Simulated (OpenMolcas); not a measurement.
V2+: effect of the active space

```
Program             : OpenMolcas 26.06
Method              : SS-CASPT2 or its RAS form, IPEA 0.25 Eh, imaginary shift 0.1 Eh
Basis               : ANO-R2
Scalar Hamiltonian  : X2C, finite nucleus
Spin-orbit coupling : RASSI with atomic mean-field integrals over the reference wave functions, term energies averaged over their components
```

A. 3 electrons in 5 orbitals (3d); 2S+1 = 4 even, 10 roots; 2S+1 = 2 even, 40 roots; closed shells correlated: 3s 3p; CASPT2 step of the order of 11 core-seconds
B. 3 electrons in 6 orbitals (3d 4s); 2S+1 = 4 even, 20 roots; 2S+1 = 2 even, 64 roots kept (CI in the orbitals of an earlier block); closed shells correlated: 3s 3p; CASPT2 step about 40 core-seconds
C. 9 electrons in 8 orbitals (RAS1 3p, at most 2 holes; RAS2 3d); 2S+1 = 4 even, 10 roots; 2S+1 = 2 even, 40 roots; closed shells correlated: 3s; CASPT2 step about 27 core-seconds
D. 3 electrons in 10 orbitals (3d 4d); 2S+1 = 4 even, 10 roots; 2S+1 = 2 even, 40 roots; closed shells correlated: 3s 3p; CASPT2 step about 7 core-minutes

Energies in cm-1 above 3d3 4F 3/2, the measured ground level; measured values from Sugar and Corliss, J. Phys. Chem. Ref. Data 7, 1191 (1978).

```
        Level      A      B      C      D  Measured
   3d3 4F 3/2    0.0    0.0    0.0    0.0       0.0
   3d3 4F 5/2    152    158    161    153       146
   3d3 4F 7/2    359    376    381    364       342
   3d3 4F 9/2    620    647    656    628       584
   3d3 2G 7/2  11760  11970  12050  12050     11966
   3d3 2G 9/2  11990  12210  12290  12290     12187
   3d3 4P 1/2  12060  11640  12020  11860     11514
   3d3 4P 3/2  12130  11710  12090  11930     11592
   3d3 4P 5/2  12300  11890  12280  12110     11770
3d3 2D 3/2(1)  16020  16410  16640  16630          
3d3 2D 5/2(1)  16460  16520  16800  16770     16375
   3d3 2P 1/2  16520  15370  15500  15490     15580
   3d3 2H 9/2  16750  17040  17010  17160     16811
   3d3 2P 3/2  16890  15410  15550  15550          
  3d3 2H 11/2  16930  17220  17200  17350     16978
   3d3 2F 7/2  28120  27870  28210  28270     27728
   3d3 2F 5/2  28220  27970  28310  28370     27847
3d3 2D 5/2(2)  43660  42860  43150  43890     42267
3d3 2D 3/2(2)  43780  42980  43290  43980     42371
```

Deviations, from unrounded energies. A percentage is the sum of absolute deviations over the sum of measured energies, with the sign that they share, or ± where signs differ.

```csv
Against measurement,Levels,A,B,C,D
mean absolute deviation (cm-1),16,420,170,350,420
fine structure of the ground term (%),3,+5.6,+10.3,+11.8,+7.0
other terms of the ground configuration (%),13,±2.5,±1.0,±2.0,±2.5
```

B lies closest to measurement on these levels and D furthest from it. The largest miss of B in the table is 3d3 2D 3/2(2), by +610 cm-1. The ranking rests on the paired levels alone, and a cruder setting can come out closer through cancelling errors.

The two smallest mean deviations differ by little beside CASPT2's spread within terms, so their order carries little weight.

Among A to D the level of the table that moves most is 3d3 2P 3/2, by 1500 cm-1 (lowest in B, highest in A). Moves below CASPT2's spread within the term are not significant.

Term energies are means over components that CASPT2 splits; among the terms shown or strongly mixed into the levels shown the widest spread is 730 cm-1 (3d3 4F, A). The CASPT2 spread within a term exceeds the gap to the next term for 3d3 2D(1) and 3d3 2P, 3d3 2P and 3d3 2H, so the order of their levels is uncertain, and so are names and mixing where such terms share a J (holds for A). Terms from blocks run as CI alone lack orbitals of their own (holds for B). Some levels mix across a computed gap that differs much from the measured one, so their mixing is not that of the real levels (holds for C; D). Active for correlation alone: 3p; no level in the range computed is led by a configuration that opens it, so any true level of that kind is missing (holds for C). Active for correlation alone: 4d; no level in the range computed is led by a configuration that fills it, so any true level of that kind is missing (holds for D). Computed and measured levels are paired by configuration, term and J; levels that our copy of the source lacks, or whose pairing is in doubt (as where it misses far off the trend of its configuration), stay unpaired and out of the deviations. Only configurations of the active space appear. The table leaves out levels that lie high or whose names do not pair safely across all columns.

A number in round brackets counts repeated terms of one configuration in the order of the reference energies.
